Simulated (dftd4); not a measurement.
C5H5N, charge -1, doublet, at a GFN2-xTB geometry (a state made from the parent by changing its charge; the spin is typed, not shown lowest); D4 for r2scan (dftd4).

The dftd4 input:
```
$ dftd4 mol.xyz --func r2scan --charge -1 --json dftd4.json --noedisp --property

# file mol.xyz
11

C     -0.46926224     1.33866977     0.04416804
C     -1.34063257     0.23148516    -0.15690653
C     -0.83980818    -1.03142517    -0.19098206
N      0.48338475    -1.37895722    -0.04549729
C      1.30347217    -0.29127439     0.14734094
C      0.90633428     1.00744257     0.19778368
H     -0.82752945     2.36070275     0.07788898
H     -2.41048909     0.40080075    -0.28333621
H     -1.50399295    -1.88567391    -0.34506022
H      2.35844679    -0.55183637     0.26463705
H      1.63925076     1.79931966     0.35592693
```

Predict the main parts of the log of this dftd4 run.


```
                    ____  _____ _____     ____  _  _
      -------------|  _ \|  ___|_   _|---|  _ \| || |------------
     |             | | | | |_    | | ___ | | | | || |_           |
     |             | |_| |  _|   | ||___|| |_| |__   _|          |
     |             |____/|_|     |_|     |____/   |_|            |
     |             ===================================           |
     |            E. Caldeweyher, S. Ehlert & S. Grimme          |
     |          Mulliken Center for Theoretical Chemistry        |
     |                    University of Bonn                     |
      -----------------------------------------------------------

Rational (Becke-Johnson) damping: r2scan-D4-ATM
---------------------
  s6         1.0000
  s8         0.6019
  s9         1.0000
  a1         0.5156
  a2         5.7734
 alp        16.0000
--------------------

Atomic data, radii in Ångström:
------------------------------------------------------
   Z          R(cov)      r4/r2   hardness         EN
------------------------------------------------------
   6 C        1.0000     1.6431     0.4220     2.5500
   7 N        0.9467     1.4350     0.5044     3.0400
   1 H        0.4267     1.0622     0.4726     2.2000
------------------------------------------------------

Atomic reference systems (in atomic units):
----------------------------------------------------------------------------
   Z        #      CN     q+Z       C6(AA)   #      CN     q+Z       C6(AA)
----------------------------------------------------------------------------
   6 C      1  0.0000  6.0000      49.3833   2  0.9189  5.8288      52.1688
            3  1.9079  5.8579      35.6972   4  2.8312  5.7775      35.8445
            5  3.7487  5.7435      28.6317   6  2.9183  5.8956      32.2504
            7  0.8556  6.2103      25.6194
   7 N      1  0.0000  7.0000      25.3714   2  0.8583  6.6470      32.5496
            3  1.8399  6.6987      28.5877   4  2.5804  6.1757      42.3910
            5  0.9809  7.0000      18.1534
   1 H      1  0.0000  1.0000       7.6362   2  0.8942  1.0000       3.0374
----------------------------------------------------------------------------

Atomic properties (in atomic units):
----------------------------------------------------------------------------
     #    Z              CN          q      C6(AA)        C8(AA)   alpha(0)
----------------------------------------------------------------------------
     1    6 C        2.9138    -0.1891     34.7326     1004.5286     9.6336
     2    6 C        2.9042    -0.1834     34.5642      999.6575     9.6095
     3    6 C        2.8881    -0.0419     30.6141      885.4125     9.0425
     4    7 N        1.8263    -0.4935     33.9210      748.3245     8.6621
     5    6 C        2.8881    -0.0419     30.6141      885.4125     9.0425
     6    6 C        2.9042    -0.1834     34.5642      999.6575     9.6095
     7    1 H        0.9253     0.0254      2.6529       32.0696     2.5471
     8    1 H        0.9245     0.0221      2.7014       32.6560     2.5703
     9    1 H        0.9242     0.0318      2.5611       30.9593     2.5027
    10    1 H        0.9242     0.0318      2.5611       30.9593     2.5027
    11    1 H        0.9245     0.0221      2.7014       32.6560     2.5703
----------------------------------------------------------------------------

Molecular properties (in atomic units):
----------------------------------------
 molecular C6                1817.5986
 molecular C8               44060.4704
----------------------------------------

Dispersion energy:      -2.8099447013453E-03 Eh

[Info] JSON dump of results written to 'dftd4.json'
```
